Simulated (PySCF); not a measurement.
First SCF of a structure search on triplet Te₃, at a hand-made linear chain geometry. PySCF input:

```python
from pyscf import gto, scf, dft
mol = gto.M(atom='''
Te     0.000000     0.000000     0.000000
Te     0.000000     0.000000     2.584000
Te     0.000000     0.000000    -2.584000''',
    basis={'Te': 'def2-TZVP'},
    ecp={'Te': 'def2-TZVP'},
    charge=0, spin=2)
mf = dft.UKS(mol, xc='PBE')
mf.grids.atom_grid = (50, 194)
aux = {'Te': 'def2-universal-JKFIT'}
mf = mf.density_fit(auxbasis=aux)
mf.conv_tol = 1e-08
mf.diis_space = 10
mf.max_cycle = 60
mf.init_guess = 'huckel'
mf.verbose = 4
mf.kernel()
```

Excerpt of the output (cycles alone); where DIIS stalls, ADIIS, DIIS with a small level shift and a second-order solver take over in turn:

```
init E= -803.760079212453
cycle= 1 E= -803.169008668937  delta_E= 0.591  |g|= 1.29  |ddm|= 2.93
cycle= 2 E= -798.702377823972  delta_E= 4.47  |g|= 2.83  |ddm|= 10.4
cycle= 3 E= -804.05954563894  delta_E= -5.36  |g|= 0.105  |ddm|= 9.99
cycle= 4 E= -804.061077014202  delta_E= -0.00153  |g|=  0.1  |ddm|= 1.32
cycle= 5 E= -804.06565627359  delta_E= -0.00458  |g|= 0.0397  |ddm|= 1.28
cycle= 6 E= -804.065350673383  delta_E= 0.000306  |g|= 0.0446  |ddm|= 1.27
cycle= 7 E= -804.065698572477  delta_E= -0.000348  |g|= 0.0373  |ddm|= 0.0184
cycle= 8 E= -804.065761711543  delta_E= -6.31e-05  |g|= 0.0362  |ddm|= 1.27
cycle= 9 E= -804.06585710309  delta_E= -9.54e-05  |g|= 0.0342  |ddm|= 0.92
cycle= 10 E= -804.065809278582  delta_E= 4.78e-05  |g|= 0.0352  |ddm|= 1.05
cycle= 11 E= -804.065834126545  delta_E= -2.48e-05  |g|= 0.0346  |ddm|= 1.25
cycle= 12 E= -804.065901810888  delta_E= -6.77e-05  |g|= 0.0331  |ddm|= 0.193
cycle= 13 E= -804.06586595888  delta_E= 3.59e-05  |g|= 0.0339  |ddm|= 1.27
... 38 lines left out ...
cycle= 52 E= -804.063806880875  delta_E= 0.00196  |g|= 0.0657  |ddm|= 1.27
cycle= 53 E= -804.061192786756  delta_E= 0.00261  |g|= 0.0913  |ddm|= 0.0372
cycle= 54 E= -804.063409085035  delta_E= -0.00222  |g|= 0.0702  |ddm|= 0.0336
cycle= 55 E= -804.065824593491  delta_E= -0.00242  |g|= 0.0349  |ddm|= 0.765
cycle= 56 E= -804.06457799643  delta_E= 0.00125  |g|= 0.056  |ddm|= 1.02
cycle= 57 E= -804.063875872582  delta_E= 0.000702  |g|= 0.0649  |ddm|= 0.0337
cycle= 58 E= -804.064874092723  delta_E= -0.000998  |g|= 0.0517  |ddm|= 0.0237
cycle= 59 E= -804.065740884392  delta_E= -0.000867  |g|= 0.0367  |ddm|= 0.423
cycle= 60 E= -804.064787456752  delta_E= 0.000953  |g|= 0.053  |ddm|= 1.15
SCF not converged.
init E= -803.760079212453
cycle= 1 E= -803.169008623619  delta_E= 0.591  |g|= 1.29  |ddm|= 2.93
cycle= 2 E= -798.702377779437  delta_E= 4.47  |g|= 2.83  |ddm|= 10.4
cycle= 3 E= -803.43897872617  delta_E= -4.74  |g|= 0.959  |ddm|= 9.74
cycle= 4 E= -804.015454939285  delta_E= -0.576  |g|= 0.248  |ddm|= 1.81
cycle= 5 E= -803.952159978155  delta_E= 0.0633  |g|= 0.38  |ddm|= 1.52
cycle= 6 E= -804.062624800745  delta_E= -0.11  |g|= 0.0704  |ddm|= 0.484
cycle= 7 E= -804.058060683922  delta_E= 0.00456  |g|= 0.11  |ddm|= 1.29
cycle= 8 E= -804.065365938745  delta_E= -0.00731  |g|= 0.0436  |ddm|= 0.112
cycle= 9 E= -804.06354686102  delta_E= 0.00182  |g|= 0.0685  |ddm|= 1.27
cycle= 10 E= -804.06566689214  delta_E= -0.00212  |g|= 0.0381  |ddm|= 0.08
cycle= 11 E= -804.065777643857  delta_E= -0.000111  |g|= 0.0363  |ddm|= 1.27
cycle= 12 E= -804.065781305574  delta_E= -3.66e-06  |g|= 0.0357  |ddm|= 1.27
cycle= 13 E= -804.065897588596  delta_E= -0.000116  |g|= 0.0335  |ddm|= 0.0195
cycle= 14 E= -804.065866543372  delta_E= 3.1e-05  |g|= 0.0339  |ddm|= 1.26
cycle= 15 E= -804.065865569336  delta_E= 9.74e-07  |g|= 0.034  |ddm|= 0.978
cycle= 16 E= -804.065895853667  delta_E= -3.03e-05  |g|= 0.0333  |ddm|= 1.22
cycle= 17 E= -804.065923630077  delta_E= -2.78e-05  |g|= 0.0326  |ddm|= 0.183
cycle= 18 E= -804.065886664486  delta_E= 3.7e-05  |g|= 0.0334  |ddm|= 1.11
cycle= 19 E= -804.06589198033  delta_E= -5.32e-06  |g|= 0.0333  |ddm|= 0.0672
cycle= 20 E= -804.065920900248  delta_E= -2.89e-05  |g|= 0.0327  |ddm|= 1.27
SCF not converged.
init E= -804.065920900247
cycle= 1 E= -804.066584868075  delta_E= -0.000664  |g|= 0.00673  |ddm|= 0.0438
cycle= 2 E= -804.066602099385  delta_E= -1.72e-05  |g|= 0.00438  |ddm|= 0.012
cycle= 3 E= -804.066607183363  delta_E= -5.08e-06  |g|= 0.00361  |ddm|= 0.0099
cycle= 4 E= -804.066613177045  delta_E= -5.99e-06  |g|= 0.000928  |ddm|= 0.00364
cycle= 5 E= -804.066613955428  delta_E= -7.78e-07  |g|= 0.000288  |ddm|= 0.00185
cycle= 6 E= -804.066614026835  delta_E= -7.14e-08  |g|= 0.000186  |ddm|= 0.000569
cycle= 7 E= -804.066614058225  delta_E= -3.14e-08  |g|= 0.000105  |ddm|= 0.000304
cycle= 8 E= -804.06661407204  delta_E= -1.38e-08  |g|= 4.86e-05  |ddm|= 0.000219
cycle= 9 E= -804.066614076579  delta_E= -4.54e-09  |g|= 2.9e-05  |ddm|= 0.000141
Extra cycle  E= -804.063792358833  delta_E= 0.00282  |g|= 0.0659  |ddm|= 1.27
SCF not converged.
macro= 0  E= -804.066614079457  delta_E= -0.00282172  |g|= 0.000273515  3 KF 12 JK
macro= 1  E= -804.066614079457  delta_E= 0  |g|= 1.59532e-05  1 KF 2 JK
macro X = 2  E=-804.066614079457  |g|= 1.59532e-05  total 5 KF 17 JK
converged SCF energy = -804.066614079457  <S^2> = 2.0039417  2S+1 = 3.0026267
```

No lower solution of this spin was found from smeared starts or by a stability analysis within the unrestricted form.

With an element this heavy the missing spin–orbit coupling can shift these numbers.

The search for the lowest solution, 3 starts and the stability check together, took 92 s on 4 threads of a shared Arm Neoverse V1 host, with 150 basis functions; the process peaked at 0.49 GiB.
